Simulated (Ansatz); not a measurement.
The cluster Ba2O. Total charge 0; quintet. Geometry PBE0-D4/def2-TZVP; atoms count from 1.

```xyz
3

Ba    1.192   -0.960   -1.594
Ba   -0.483    1.002    1.910
O    -0.709   -0.042   -0.315
```

In the def2 sets Ba takes a core potential; there is no spin–orbit coupling. At PBE0-D4/def2-TZVP a broken-symmetry singlet of charge 0 lies 4.28 eV below the quintet, each at its own geometry. The structure comes from a short search, and lower isomers may exist.

Estimate the Mulliken populations from the PBE0/def2-TZVP orbitals of Ansatz.


| atom | charge (e) | spin (α − β) |
| --- | --- | --- |
| Ba1 | 0.33 | 1.51 |
| Ba2 | 0.33 | 1.51 |
| O3 | -0.65 | 0.99 |
Mulliken values and Mayer orders depend strongly on the basis.

Where does the spin sit?

Summed by element: Ba 3.01, O 0.99, of 4 unpaired in all. Largest on single atoms: Ba1 1.51, Ba2 1.51, O3 0.99.

And the Mayer bond orders between bonded heavy atoms (over 0.3)?

Ba1–Ba2 1.15 (4.35 Å).
